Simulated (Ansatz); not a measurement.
Input for Ansatz (an electronic-structure program): R-BHLYP/def2-TZVPPD on AsH5 (a complex). Files ending in .json are basis or fitting sets from the Basis Set Exchange.

Ansatz 0.2 input:
```yaml
crystal:
  periodic: [false, false, false]
  atoms:
    - {symbol: As, position_ang: [-0.01652219, -0.20099965, -0.24595522]}
    - {symbol: H, position_ang: [-1.13293795, 0.52466262, 0.49771225]}
    - {symbol: H, position_ang: [1.05462639, 0.42673172, 0.63978478]}
    - {symbol: H, position_ang: [-0.13015301, -1.42010948, 0.66334398]}
    - {symbol: H, position_ang: [-0.24285681, 0.04842923, 4.05114946]}
    - {symbol: H, position_ang: [-0.21188945, 0.00993352, 3.30836049]}
basis:
  gaussian:
    orbitals: def2-TZVPPD.json
hamiltonian:
  xc: {name: BHLYP}
scf: {lower_state_search: off}
```

Program output:

```
WARN ansatz: RAYON_NUM_THREADS=1 ignored (pool sized by the plan → 1); use --threads N
Functional definition: BHLYP
these checks for a lower state are left out or cut short: stability, starts, cluster_reference, orbital_swaps, neighbouring_geometries, increment
integrals: 0.04 GiB planned
761 factors; their error is unknown
mean field: 0.43 GiB planned
mean field evaluation 1: about -60920.5745 eV, gradient 8.2e0 eV
mean field evaluation 2: about -60920.7181 eV, gradient 3.0e0 eV
mean field evaluation 4: about -60920.7301 eV, gradient 2.8e-1 eV
mean field evaluation 8: about -60921.2136 eV, gradient 7.1e-3 eV
mean field -60921.21363680 eV, -2238.8133072706 hartree, gradient 3.4e-6 eV, S^2 0.000000; 0 other end points of the search recorded, 0 dependent functions left out
reference -60921.21379828 eV, -2238.8133132051 hartree; 19, 19 occupied and 120, 120 virtual orbitals, 761 factors
Total energy: -60921.21379828 eV, -2238.8133132051 hartree
Checks for a lower state left out: stability, starts, cluster_reference, orbital_swaps, neighbouring_geometries, increment
```

The calculation finished and met its thresholds.

Cost: roughly 0.8 core-seconds.
